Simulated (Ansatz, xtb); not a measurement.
Two isomers of BBrH8Si3

Structure a: `B[Si]([SiH3])([SiH3])Br`, a singlet. Structure b: `B[Si@@H]([SiH3])[SiH2]Br`, a singlet. Both are isolated molecules in the gas phase, relaxed with PBE0-D3(BJ)/def2-SVP; the shapes shown needn't be the lowest conformers.

a (Å):

```xyz
13

B     0.0771   -0.9007   -0.0519
Br    2.6594    1.5709   -0.1067
Si    0.6700    0.8150   -0.8621
Si    0.8794    0.6105   -3.1947
Si   -0.8918    2.5209   -0.4405
H     0.7132   -1.5020    0.7774
H    -0.9835   -1.3507   -0.4216
H    -0.4358    0.1992   -3.7765
H     1.9150   -0.4099   -3.5373
H     1.2808    1.9359   -3.7540
H    -0.4195    3.7727   -1.1043
H    -1.0239    2.7547    1.0289
H    -2.2207    2.1269   -1.0027
```

b (Å):

```
atom    x (Å)    y (Å)    z (Å)
   B  -3.0284   1.6095  -1.3870
  Br  -0.6594  -3.2814  -0.9381
  Si  -2.0518  -0.0080  -2.0263
  Si   0.2456   0.5221  -1.9622
  Si  -2.2101  -1.7382  -0.4522
   H  -3.7568   2.2576  -2.0992
   H  -2.8543   1.9832  -0.2505
   H  -2.4131  -0.5228  -3.3844
   H   0.6586   0.6679  -0.5331
   H   0.5189   1.8058  -2.6785
   H   1.0253  -0.5760  -2.6058
   H  -3.5355  -2.4240  -0.4421
   H  -1.9179  -1.2148   0.9148
```

Quicker runs give these differences E(b) − E(a): GFN2-xTB −1.35 kcal/mol; HF/STO-3G −0.32 kcal/mol (at GFN2-xTB geometries); r2SCAN-D4/def2-SVP +1.19 kcal/mol (at GFN2-xTB geometries).

Problem. Which of the two would you expect CCSD(T)/def2-SVP + ΔMP2/def2-TZVPP electronic energies to favour?

Solution. Too close to call at this level: CCSD(T)/def2-SVP + ΔMP2/def2-TZVPP gives E(b) − E(a) = +0.40 kcal/mol.

Level by level:

```
                             level              geometry  E(b) − E(a) (kcal/mol)  departure from the last row (kcal/mol)  job, with rough time for the two
                          GFN2-xTB              GFN2-xTB                     −1.35                                   −1.75               optimisation, 0.5 s
                         HF/STO-3G              GFN2-xTB                     −0.32                                   −0.71                 single point, 1 s
                r2SCAN-D4/def2-SVP              GFN2-xTB                     +1.19                                   +0.79               single point, 6.2 s
              PBE0-D3(BJ)/def2-SVP  PBE0-D3(BJ)/def2-SVP                     +0.22                                   −0.18             optimisation, 1.8 min
                       HF/def2-SVP  PBE0-D3(BJ)/def2-SVP                     +0.45                                   +0.06           part of the CCSD(T) run
                      MP2/def2-SVP  PBE0-D3(BJ)/def2-SVP                     +0.20                                   −0.19           part of the CCSD(T) run
                  CCSD(T)/def2-SVP  PBE0-D3(BJ)/def2-SVP                     +0.17                                   −0.23                      single point
CCSD(T)/def2-SVP + ΔMP2/def2-TZVPP  PBE0-D3(BJ)/def2-SVP                     +0.40                                                        single point, 79 s
```

As drawn, both hold the same kinds of bond in the same numbers.

The largest departure from CCSD(T)/def2-SVP + ΔMP2/def2-TZVPP is that of GFN2-xTB, 1.75 kcal/mol. The last row adds to CCSD(T) the change of the MP2 difference between the two basis sets, here +0.23 kcal/mol.

With thermal terms from frequencies at re-optimised GFN2-xTB minima (ideal gas, soft modes damped towards free rotors, one conformer each, 298.15 K, 1 atm): on the last row, ΔE + ΔZPE = +0.88, ΔH = +0.49, ΔG = +1.37 kcal/mol.

The correlated steps freeze 25 core orbitals; the filled d shell of Br is correlated, in a basis made for valence electrons. Mirror images aren't counted in ΔG. Codes used: Ansatz 0.2.0, xtb 6.7.1; the last row on 2 threads of Intel(R) Xeon(R) Platinum 8259CL CPU @ 2.50GHz (Skylake/Cascade Lake) on a shared host.
